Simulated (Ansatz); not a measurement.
Stepwise reaction of `[NH2][Ge][NH2]` with methanol, as a gas-phase model of exchange steps in deposition or etching. ΔE in kJ/mol; ΔG adds harmonic PBE0-D4 terms to CCSD(T)/CBS, at 1 bar.

Computed with Ansatz on PBE0-D4/def2-TZVP structures; ΔE is electronic, products minus reactants. CCSD(T)/CBS adds triple-zeta CCSD(T) − MP2 to the extrapolated MP2 energy (def2 sets, frozen cores). This one scheme is used for every species. DFT in def2-TZVPP. B3LYP here is the variant with VWN-RPA as its local correlation; programs differ in this. For Ge outer-core shells are correlated without core-valence functions, which leaves a few kJ/mol of doubt a bond. Scalar relativity is left out up to krypton. Each species was taken in one conformer, which may not be the lowest.

```
step                                        reaction  PBE-D4  B3LYP-D4  ωB97M-V  CCSD(T)/CBS  ΔG(400 K)
   2  `C[O][Ge][NH2]` + CH₃OH → `C[O][Ge][O]C` + NH₃   -30.2     -32.3    -28.9        -28.3      -25.7
```

Q: Give the row of step 1, `[NH2][Ge][NH2]` + CH₃OH → `C[O][Ge][NH2]` + NH₃. (Best estimate.)

A: Ansatz gave: 
```tsv
step	reaction	PBE-D4	B3LYP-D4	ωB97M-V	CCSD(T)/CBS	ΔG(400 K)
1	`[NH2][Ge][NH2]` + CH₃OH → `C[O][Ge][NH2]` + NH₃	-34.1	-34.8	-32.0	-31.8	-27.7
```

Q: By hand: ΔE of the 2 steps together at CCSD(T)/CBS.

A: (-31.8) + (-28.3) = -60.1 kJ/mol, or -30.1 kJ/mol a step.

In ΔE the steps differ by no more than 3.5 kJ/mol. All are downhill at CCSD(T)/CBS. ΔG lies between -27.7 and -25.7 kJ/mol a step. PBE-D4 differs from CCSD(T)/CBS by -2.3 to -1.9 kJ/mol a step. Isolated molecules leave out the surface, adducts and barriers. Largest T1 diagnostic: 0.015.
